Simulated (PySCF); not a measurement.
Level of theory: PBE-D3(BJ)/def2-TZVP // PBE0-D4/def2-TZVP (PySCF 2.14.0). All species are isolated molecules in the gas phase. One relaxed conformer stands for a flexible species; it need not be the lowest. Excitations are Tamm–Dancoff values on a coarser integration grid. The basis has no diffuse functions, so Rydberg states are missing or too high.

Reference species (SMILES): `C(/C=N\[H])=C` (C–C–C–N torsion 180°) (neutral, multiplicity 1).

| Quantity | Result |
|---|---|
| S1 oscillator strength | 0.003 |
| S1–T1 gap (TDA) | 0.67 eV |
| LUMO | -2.40 eV |
| S1 excitation (TDA) | 4.11 eV |

Changed species: `C(#C)NC`.

### Question
What does the change do to the S1 oscillator strength, S1–T1 gap (TDA), LUMO and S1 excitation (TDA)?

### Answer
the S1 oscillator strength stays essentially unchanged; the S1–T1 gap (TDA) drops by 0.41 eV, to 0.26 eV; the LUMO increases by 2.34 eV, to -0.06 eV; the S1 excitation (TDA) rises by 0.89 eV, to 5.00 eV.
